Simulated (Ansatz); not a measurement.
`C=C([SiH3])[SeH]` + H₂ → `C=C[SiH3]` + H₂Se  (hydrogenolysis of a C–Se bond)

Calculated with Ansatz (gas phase, PBE0-D4/def2-TZVP geometries, no zero-point term in ΔE). CCSD(T)/CBS is the MP2 limit (def2-TZVPP, def2-QZVPP) plus CCSD(T) − MP2 in def2-TZVPP, frozen cores. This one scheme is used for every species. Functionals use def2-TZVPP. B3LYP here is the variant with VWN-RPA as its local correlation; programs differ in this. For Se outer-core shells are correlated without core-valence functions, which leaves a few kJ/mol of doubt a bond. Scalar relativity is left out up to krypton. Each species was taken in one conformer, which may not be the lowest.

| level | ΔE (kJ/mol) | difference from CCSD(T)/CBS |
| --- | --- | --- |
| r2SCAN-D4 | -47.4 | 2.7 |
| B3LYP-D4 | -50.6 | -0.5 |
| HF/def2-TZVPP | -86.2 | -36.1 |
| MP2/def2-TZVPP | -39.7 | 10.4 |
| SCS-MP2/def2-TZVPP | -48.0 | 2.1 |
| CCSD/def2-TZVPP | -59.4 | -9.3 |
| MP2/def2-QZVPP | -38.8 | 11.3 |
| HF/CBS(def2) | -86.2 | -36.1 |
| MP2/CBS(def2) | -38.2 | 11.9 |
| CCSD/CBS(def2) | -58.0 | -7.9 |
| CCSD(T)/CBS | -50.1 | 0 |

Largest T1 diagnostic among the species: 0.011.

The D4 term adds +14.2 kJ/mol with B3LYP and +7.5 kJ/mol with PBE0; it sums over pairs of atoms, weighted by their polarisabilities, and B3LYP, whose exchange is more repulsive, gets the larger term. In def2-TZVPP, CCSD(T) changes the Hartree–Fock value by +34.7 kJ/mol (the triples alone add +7.8 kJ/mol) and MP2 by +46.5 kJ/mol.
